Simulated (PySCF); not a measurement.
BFH4O3Si, SMILES OB(O)O[SiH2]F. Atoms are numbered in the order given.

```xyz
10

Si    -1.4022    -0.5015     0.0636
F     -2.0269     0.2628    -1.2170
O     -0.0421     0.2810     0.5482
B      1.3195     0.2175     0.2938
O      2.1142     1.2304     0.7132
O      1.9074    -0.8219    -0.3525
H     -1.0670    -1.8858    -0.3760
H     -2.3949    -0.4595     1.1592
H      1.6006     1.9201     1.1433
H      1.3014    -1.5228    -0.6045
```

Geometry optimised at PBE0-D3(BJ)/def2-SVP. This is a generated structure with no PubChem entry under its InChIKey; it may be hypothetical. One conformer was computed; it need not be the lowest.

Two levels are set side by side: PBE/pcSseg-1 (PySCF) and KT2/pcSseg-1 (PySCF). GIAO shifts against BF3 (¹¹B), CFCl3 (¹⁹F), H2O (¹⁷O), TMS (²⁹Si), TMS (¹H) at the same level; non-relativistic, no solvent, atoms listed together averaged. Differences are taken from unrounded values.

```tsv
quantity	KT2
δ(²⁹Si) of Si1 (ppm)	-29.5
δ(¹⁹F) of F2 (ppm)	-192.3
δ(¹⁷O) of O3 (ppm)	120.7
δ(¹¹B) of B4 (ppm)	5.0
δ(¹H) of H9, H10 (ppm)	3.06
```

Question: What does PBE give, and how far is it from KT2? (Estimate from the structure and the level; the computed values follow.)

Answer: 
```tsv
quantity	PBE	PBE minus KT2
δ(²⁹Si) of Si1 (ppm)	-32.8	-3.4
δ(¹⁹F) of F2 (ppm)	-185.8	6.5
δ(¹⁷O) of O3 (ppm)	127.8	7.0
δ(¹¹B) of B4 (ppm)	5.0	0.0
δ(¹H) of H9, H10 (ppm)	3.20	0.14
```

Rough cost on one machine, each run with all the roots and properties that it gave: KT2 against PBE within a factor of 2.
